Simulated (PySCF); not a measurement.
Question: Write a Z-matrix for `[PH2][GeH2]/[CH]=N\C` as optimised with PBE0-D3(BJ)/def2-SVP.

Answer: 
Z-matrix in Å and degrees, rows numbered from 1:
```
C 
N   1  1.4320
C   2  1.2649  1  121.13
Ge  3  1.9866  2  128.94  1     0.58
P   4  2.3318  3  108.46  2    65.41
H   1  1.1018  2  109.13  3   123.15
H   1  1.1083  2  115.17  3     0.65
H   1  1.1021  2  108.97  3  -121.25
H   3  1.1045  2  116.49  1   179.47
H   4  1.5416  3  106.75  2  -172.94
H   4  1.5410  3  112.33  2   -53.68
H   5  1.4289  4   94.72  3   155.21
H   5  1.4287  4   93.14  3    61.63
```

P5 (three-coordinate phosphorus) is pyramidal (angles 94.7°, 93.3° and 93.1°, sum 281.2°, 0.87 Å off the plane of its three neighbours). Ge4 (germanium bonded to C, P and 2 H) is tetrahedral (angles from 106.7° to 112.7°). The C–N distances run from 1.265 Å (N2=C3, drawn double) to 1.432 Å (C1–N2, drawn single), a spread of 0.167 Å.

The calculation used PBE0-D3(BJ)/def2-SVP geometry optimisation, gas phase in PySCF 2.14.0.

Point group: C1 (no symmetry element, even within 0.4 Å). Not checked by PBE0-D3(BJ)/def2-SVP frequencies. The numbers are those of one conformer (N2–C3–Ge4–P5 65°, C3–Ge4–P5–H 155° and 62°).
